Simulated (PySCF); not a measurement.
## C7H11ClO2: full NMR table

* Formula: C7H11ClO2
* SMILES: C=C[C@@H](C)[C@@H](OC)C(=O)Cl
* InChI: InChI=1S/C7H11ClO2/c1-4-5(2)6(10-3)7(8)9/h4-6H,1H2,2-3H3/t5-,6-/m1/s1
* Point group of the computed structure: C1
* Degrees of unsaturation: 2
* Carbon signals: 7
* Proton signals: 7

Molfile (atoms numbered from 1):
```
C7H11ClO2
     RDKit          3D

 21 20  0  0  0  0  0  0  0  0999 V2000
   -2.3164   -0.8025   -1.4659 C   0  0  0  0  0  0  0  0  0  0  0  0
   -1.3956   -0.8216   -0.5221 C   0  0  0  0  0  0  0  0  0  0  0  0
   -0.8910    0.4061    0.1785 C   0  0  1  0  0  0  0  0  0  0  0  0
   -1.2194    0.3482    1.6701 C   0  0  0  0  0  0  0  0  0  0  0  0
    0.6447    0.5173   -0.0124 C   0  0  1  0  0  0  0  0  0  0  0  0
    1.2605   -0.5803    0.6015 O   0  0  0  0  0  0  0  0  0  0  0  0
    2.6579   -0.4684    0.7381 C   0  0  0  0  0  0  0  0  0  0  0  0
    0.9470    0.5535   -1.4924 C   0  0  0  0  0  0  0  0  0  0  0  0
    1.4629   -0.2723   -2.1619 O   0  0  0  0  0  0  0  0  0  0  0  0
    0.4110    2.0766   -2.2260 Cl  0  0  0  0  0  0  0  0  0  0  0  0
   -2.7706    0.1178   -1.7970 H   0  0  0  0  0  0  0  0  0  0  0  0
   -2.6596   -1.7020   -1.9468 H   0  0  0  0  0  0  0  0  0  0  0  0
   -0.9419   -1.7463   -0.1964 H   0  0  0  0  0  0  0  0  0  0  0  0
   -1.3485    1.2967   -0.2619 H   0  0  0  0  0  0  0  0  0  0  0  0
   -0.9009    1.2607    2.1689 H   0  0  0  0  0  0  0  0  0  0  0  0
   -0.7143   -0.4983    2.1263 H   0  0  0  0  0  0  0  0  0  0  0  0
   -2.2921    0.2333    1.8036 H   0  0  0  0  0  0  0  0  0  0  0  0
    0.9941    1.4638    0.4356 H   0  0  0  0  0  0  0  0  0  0  0  0
    3.1616   -0.4442   -0.2322 H   0  0  0  0  0  0  0  0  0  0  0  0
    2.9256    0.4314    1.3057 H   0  0  0  0  0  0  0  0  0  0  0  0
    2.9761   -1.3525    1.2863 H   0  0  0  0  0  0  0  0  0  0  0  0
  1  2  2  0
  2  3  1  0
  3  4  1  0
  3  5  1  0
  5  6  1  0
  6  7  1  0
  5  8  1  0
  8  9  2  0
  8 10  1  0
  1 11  1  0
  1 12  1  0
  2 13  1  0
  3 14  1  6
  4 15  1  0
  4 16  1  0
  4 17  1  0
  5 18  1  1
  7 19  1  0
  7 20  1  0
  7 21  1  0
M  END
```

Computed data (PySCF 2.14.0 with density-fitted response routines): GFN2-xTB structure, shieldings: GIAO PBE0/pcSseg-1. One computed conformer, rapidly exchanging positions averaged, non-relativistic Hamiltonian, no solvent model.

Chemical shifts δ = σref − σ; 1H (31.72 ppm), 13C (186.93 ppm) vs TMS; H2O for 17O (336.08 ppm), all at this level.

| carbon | δC, type | δH (multiplicity) | HMBC from (2–3 bonds) | span of the C tensor (ppm) |
| --- | --- | --- | --- | --- |
| C1 | 123.8, CH2 | H11 5.45 (m); H12 5.31 (m) | H13, H14 | 206 |
| C2 | 146.5, CH | 6.18 (m) | H11, H12, H18, H14, H15/H16/H17 | 244 |
| C3 | 49.1, CH | 2.98 (m) | H13, H11, H12, H18, H15/H16/H17 | 17 |
| C4 | 20.6, CH3 | 1.28 (d) | H13, H18, H14 | 39 |
| C5 | 94.2, CH | 3.78 (d) | H13, H19/H20/H21, H14, H15/H16/H17 | 58 |
| C7 | 59.9, CH3 | 3.60 (s) | H18 | 91 |
| C8 | 183.4, C | – | H18, H14 | 181 |

Other nuclei:
```tsv
atoms	nucleus	environment	δ (ppm)	σ (ppm)
O9	17O	carbonyl oxygen	589.9	-253.8
O6	17O	ether oxygen	46.6	289.5
```

- Carbon types of the structure: 1 × C, 3 × CH, 1 × CH2, 2 × CH3, which accounts for all hydrogens.
- δC 183.4: carbonyl carbon.
- δC 146.5: alkene CH; as expected for a trigonal carbon in a double bond.
- δC 123.8: terminal =CH2 carbon; an sp2 carbon of a C=C bond.
- δC 94.2: sp3 CH bonded to O, α to a carbonyl; the inductive effect lowers its shielding.
- δH 2.98: hydrogen on an allylic sp3 CH; allylic position.

Carbons that carry Cl, above all several Cl atoms, come out too deshielded, partly because spin–orbit coupling is missing. Shifts are as computed. Against solution values, carbons near 30 ppm lie about +3 ppm off and those near 130 ppm about +5 ppm; carbons on Cl a further +6 ppm. Of 1211 compounds with measured shifts, 218 miss one by over three times the rms of a fit or turn the order of signals round; such compounds aren't used in these exercises. Unscaled 17O shifts of doubly bonded oxygen tend to come out too high, by tens of ppm or more. Experimental scales use liquid or dissolved standards, which lie at an offset from isolated H2O (liquid H2O: subtract about 36 ppm). Multiplicities follow the n + 1 count of equivalent neighbours, as no J values were calculated; m marks all less simple cases, F and P coupling included.
